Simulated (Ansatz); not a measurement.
Ansatz (a program for electronic structure) job for Se(iPr)(NH2) (C₃H₉NSe), SMILES CC(C)[Se]N, PBE-D3(BJ)/def2-SVP. 

Ansatz 0.2 input:
```yaml
crystal:
  periodic: [false, false, false]
  atoms:
    - {symbol: Se, position_ang: [-0.66871738, -0.11327798, 0.53017623]}
    - {symbol: C, position_ang: [0.92553317, -0.37174738, -0.61387065]}
    - {symbol: C, position_ang: [1.88507011, -1.25571392, 0.16478252]}
    - {symbol: C, position_ang: [1.53705430, 0.95153511, -1.02683821]}
    - {symbol: H, position_ang: [0.57104187, -0.91436873, -1.50627397]}
    - {symbol: H, position_ang: [2.77735867, -1.48160895, -0.44107477]}
    - {symbol: H, position_ang: [2.22553965, -0.75522569, 1.08586930]}
    - {symbol: H, position_ang: [1.42108221, -2.21346527, 0.44727108]}
    - {symbol: H, position_ang: [0.80505405, 1.58628061, -1.54974044]}
    - {symbol: H, position_ang: [2.38451868, 0.79254566, -1.71491073]}
    - {symbol: H, position_ang: [1.90454169, 1.50643941, -0.14912687]}
    - {symbol: N, position_ang: [-1.73162902, 0.98721603, -0.47805425]}
    - {symbol: H, position_ang: [-1.99798843, 0.57142348, -1.36727770]}
    - {symbol: H, position_ang: [-1.31929985, 1.90447581, -0.62878984]}
basis:
  gaussian:
    orbitals: def2-SVP
hamiltonian:
  xc: pbe
  dispersion: d3bj
relax: {f_tol: 0.002, max_steps: 200}
```

Log of the run:

```
WARN ansatz: RAYON_NUM_THREADS=1 ignored (pool sized by the plan → 1); use --threads N
Functional definition: PBE
integrals: 0.09 GiB planned
1514 factors; their error is unknown
mean field: 0.45 GiB planned
mean field evaluation 1: about -70052.7821 eV, gradient 8.5e1 eV
mean field evaluation 2: about -70018.1160 eV, gradient 1.4e2 eV
mean field evaluation 4: about -70069.4310 eV, gradient 1.0e1 eV
mean field evaluation 8: about -70069.6614 eV, gradient 1.9e-1 eV
mean field evaluation 16: about -70069.5151 eV, gradient 3.8e-4 eV
mean field -70069.51508405 eV, -2575.0071845158 hartree, gradient 3.0e-5 eV, S^2 0.000000; 0 other end points of the search recorded, 0 dependent functions left out
the calculation of the forces begins
reference -70069.51511868 eV, -2575.0071857883 hartree; 34, 34 occupied and 99, 99 virtual orbitals, 1514 factors
relax step   1: F+E_penalty+E_count = -70069.84362888 eV  Δ(F+E_penalty+E_count) = +0.000e0 eV  max|allowed force component| = 4.320e-1 eV/Å  Δτ_max = 0.0000 Å  (29 SCF iters, accepted)
these checks for a lower state are left out or cut short: starts, cluster_reference, orbital_swaps, neighbouring_geometries, increment
integrals: 0.09 GiB planned
1514 factors; their error is unknown
mean field: 0.45 GiB planned
mean field -70069.53994448 eV, -2575.0080981196 hartree, gradient 8.7e-6 eV, S^2 0.000000; 0 other end points of the search recorded, 0 dependent functions left out
the calculation of the forces begins
reference -70069.53997937 eV, -2575.0080994017 hartree; 34, 34 occupied and 99, 99 virtual orbitals, 1514 factors
relax step   2: F+E_penalty+E_count = -70069.86576753 eV  Δ(F+E_penalty+E_count) = -2.214e-2 eV  max|allowed force component| = 2.149e-1 eV/Å  Δτ_max = 0.0368 Å  (32 SCF iters, accepted)
these checks for a lower state are left out or cut short: starts, cluster_reference, orbital_swaps, neighbouring_geometries, increment
integrals: 0.09 GiB planned
1514 factors; their error is unknown
mean field: 0.45 GiB planned
mean field evaluation 32: about -70069.5436 eV, gradient 8.9e-6 eV
mean field -70069.54357545 eV, -2575.0082315554 hartree, gradient 8.9e-6 eV, S^2 0.000000; 0 other end points of the search recorded, 0 dependent functions left out
the calculation of the forces begins
reference -70069.54361036 eV, -2575.0082328382 hartree; 34, 34 occupied and 99, 99 virtual orbitals, 1514 factors
relax step   3: F+E_penalty+E_count = -70069.86933262 eV  Δ(F+E_penalty+E_count) = -3.565e-3 eV  max|allowed force component| = 1.068e-1 eV/Å  Δτ_max = 0.0281 Å  (32 SCF iters, accepted)
these checks for a lower state are left out or cut short: starts, cluster_reference, orbital_swaps, neighbouring_geometries, increment
integrals: 0.09 GiB planned
1514 factors; their error is unknown
mean field: 0.45 GiB planned
mean field -70069.54497046 eV, -2575.0082828211 hartree, gradient 9.0e-6 eV, S^2 0.000000; 0 other end points of the search recorded, 0 dependent functions left out
the calculation of the forces begins
reference -70069.54500539 eV, -2575.0082841047 hartree; 34, 34 occupied and 99, 99 virtual orbitals, 1514 factors
relax step   4: F+E_penalty+E_count = -70069.87039485 eV  Δ(F+E_penalty+E_count) = -1.062e-3 eV  max|allowed force component| = 2.796e-2 eV/Å  Δτ_max = 0.0126 Å  (32 SCF iters, accepted)
these checks for a lower state are left out or cut short: starts, cluster_reference, orbital_swaps, neighbouring_geometries, increment
integrals: 0.09 GiB planned
1514 factors; their error is unknown
mean field: 0.45 GiB planned
mean field -70069.54470118 eV, -2575.0082729252 hartree, gradient 8.9e-6 eV, S^2 0.000000; 0 other end points of the search recorded, 0 dependent functions left out
the calculation of the forces begins
reference -70069.54473606 eV, -2575.0082742068 hartree; 34, 34 occupied and 99, 99 virtual orbitals, 1514 factors
relax step   5: F+E_penalty+E_count = -70069.87065198 eV  Δ(F+E_penalty+E_count) = -2.571e-4 eV  max|allowed force component| = 4.432e-2 eV/Å  Δτ_max = 0.0261 Å  (32 SCF iters, accepted)
these checks for a lower state are left out or cut short: starts, cluster_reference, orbital_swaps, neighbouring_geometries, increment
integrals: 0.09 GiB planned
1514 factors; their error is unknown
mean field: 0.45 GiB planned
mean field -70069.54492392 eV, -2575.0082811106 hartree, gradient 9.0e-6 eV, S^2 0.000000; 0 other end points of the search recorded, 0 dependent functions left out
the calculation of the forces begins
reference -70069.54495880 eV, -2575.0082823926 hartree; 34, 34 occupied and 99, 99 virtual orbitals, 1514 factors
relax step   6: F+E_penalty+E_count = -70069.87083071 eV  Δ(F+E_penalty+E_count) = -1.787e-4 eV  max|allowed force component| = 1.322e-2 eV/Å  Δτ_max = 0.0081 Å  (33 SCF iters, accepted)
these checks for a lower state are left out or cut short: starts, cluster_reference, orbital_swaps, neighbouring_geometries, increment
integrals: 0.09 GiB planned
1514 factors; their error is unknown
mean field: 0.45 GiB planned
mean field -70069.54492801 eV, -2575.0082812611 hartree, gradient 2.3e-5 eV, S^2 0.000000; 0 other end points of the search recorded, 0 dependent functions left out
the calculation of the forces begins
reference -70069.54496290 eV, -2575.0082825430 hartree; 34, 34 occupied and 99, 99 virtual orbitals, 1514 factors
relax step   7: F+E_penalty+E_count = -70069.87084891 eV  Δ(F+E_penalty+E_count) = -1.820e-5 eV  max|allowed force component| = 5.883e-3 eV/Å  Δτ_max = 0.0047 Å  (23 SCF iters, accepted)
these checks for a lower state are left out or cut short: starts, cluster_reference, orbital_swaps, neighbouring_geometries, increment
integrals: 0.09 GiB planned
1514 factors; their error is unknown
mean field: 0.45 GiB planned
mean field evaluation 64: about -70069.5449 eV, gradient 5.8e-4 eV
mean field -70069.54488984 eV, -2575.0082798584 hartree, gradient 1.0e-5 eV, S^2 0.000000; 0 other end points of the search recorded, 0 dependent functions left out
the calculation of the forces begins
reference -70069.54492472 eV, -2575.0082811402 hartree; 34, 34 occupied and 99, 99 virtual orbitals, 1514 factors
relax step   8: F+E_penalty+E_count = -70069.87085424 eV  Δ(F+E_penalty+E_count) = -5.332e-6 eV  max|allowed force component| = 2.021e-3 eV/Å  Δτ_max = 0.0035 Å  (24 SCF iters, accepted)
these checks for a lower state are left out or cut short: starts, cluster_reference, orbital_swaps, neighbouring_geometries, increment
integrals: 0.09 GiB planned
1514 factors; their error is unknown
mean field: 0.45 GiB planned
mean field -70069.54489724 eV, -2575.0082801301 hartree, gradient 7.4e-6 eV, S^2 0.000000; 0 other end points of the search recorded, 0 dependent functions left out
the calculation of the forces begins
reference -70069.54493212 eV, -2575.0082814119 hartree; 34, 34 occupied and 99, 99 virtual orbitals, 1514 factors
relax step   9: F+E_penalty+E_count = -70069.87085685 eV  Δ(F+E_penalty+E_count) = -2.609e-6 eV  max|allowed force component| = 6.001e-4 eV/Å  Δτ_max = 0.0013 Å  (23 SCF iters, accepted)
integrals: 0.09 GiB planned
1514 factors; their error is unknown
mean field: 0.45 GiB planned
mean field -70069.54489724 eV, -2575.0082801301 hartree, gradient 7.5e-6 eV, S^2 0.000000; 1 other end points of the search recorded, 0 dependent functions left out
the calculation of the forces begins
reference -70069.54493212 eV, -2575.0082814119 hartree; 34, 34 occupied and 99, 99 virtual orbitals, 1514 factors
Total energy: -70069.87089173 eV, -2575.0202602068 hartree
Atom 0 at    -0.693040    -0.134014     0.529518 Å, force     0.000078    -0.000386     0.000352 eV/Å
Atom 1 at     0.934036    -0.386265    -0.621607 Å, force     0.000318     0.000017    -0.000600 eV/Å
Atom 2 at     1.897729    -1.263975     0.173165 Å, force    -0.000309     0.000287     0.000095 eV/Å
Atom 3 at     1.531115     0.951726    -1.034155 Å, force     0.000132    -0.000050    -0.000107 eV/Å
Atom 4 at     0.580625    -0.937890    -1.519150 Å, force     0.000509     0.000123     0.000405 eV/Å
Atom 5 at     2.802520    -1.491241    -0.429255 Å, force     0.000181    -0.000272    -0.000163 eV/Å
Atom 6 at     2.232413    -0.752120     1.099839 Å, force    -0.000073     0.000195    -0.000155 eV/Å
Atom 7 at     1.435441    -2.230352     0.461023 Å, force     0.000085    -0.000353     0.000107 eV/Å
Atom 8 at     0.781793     1.585339    -1.552179 Å, force    -0.000260    -0.000297    -0.000109 eV/Å
Atom 9 at     2.381340     0.806525    -1.735353 Å, force    -0.000090    -0.000077     0.000198 eV/Å
Atom 10 at     1.901115     1.511715    -0.150468 Å, force    -0.000097     0.000043     0.000076 eV/Å
Atom 11 at    -1.764728     1.011015    -0.469680 Å, force    -0.000270     0.000594    -0.000404 eV/Å
Atom 12 at    -1.993996     0.604112    -1.385313 Å, force    -0.000136    -0.000009    -0.000071 eV/Å
Atom 13 at    -1.307204     1.919932    -0.614244 Å, force    -0.000068     0.000185     0.000377 eV/Å
Dipole moment:     0.302573     0.051283    -0.387589 e Å
```

The calculation finished and met its thresholds.
